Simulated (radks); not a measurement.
Task: Isoelectronic series with 10 electrons, each ion in its NIST ground configuration. Calculated with a radial shooting solver on a logarithmic mesh with Libxc functionals: scalar-relativistic Kohn-Sham, BLYP, spin-unpolarised, spherical densities, point nucleus. Total energies (hartree) and orbital eigenvalues (hartree):

ion,configuration,E (hartree),2p,2s
Ne,[Ne],-129.12035,-0.49088,-1.33348
Mg2+,[Ne],-199.56868,-2.45263,-3.66843
Al3+,[Ne],-240.86775,-3.82857,-5.23653
Si4+,[Ne],-286.21631,-5.46126,-7.06421
P5+,[Ne],-335.61813,-7.34886,-9.14961
Cl7+,[Ne],-446.60472,-11.88537,-14.09075
Ar8+,[Ne],-508.20389,-14.53347,-16.94628
K9+,[Ne],-573.88478,-17.43463,-20.05878
Ca10+,[Ne],-643.65676,-20.58888,-23.42872
Sc11+,[Ne],-717.52992,-23.99634,-27.05673
Ti12+,[Ne],-795.51509,-27.65719,-30.94351
V13+,[Ne],-877.62378,-31.57169,-35.08989
Cr14+,[Ne],-963.86821,-35.74012,-39.49678
Mn15+,[Ne],-1054.26130,-40.16282,-44.16517
Fe16+,[Ne],-1148.81664,-44.84017,-49.09612
Co17+,[Ne],-1247.54854,-49.77257,-54.29078
Ni18+,[Ne],-1350.47199,-54.96047,-59.75036
Cu19+,[Ne],-1457.60269,-60.40434,-65.47615
Zn20+,[Ne],-1568.95710,-66.10466,-71.46951

Estimate the row of S6+ ([Ne]).

Result: E (hartree) -389.07870; 2p -9.49041; 2s -11.49188.
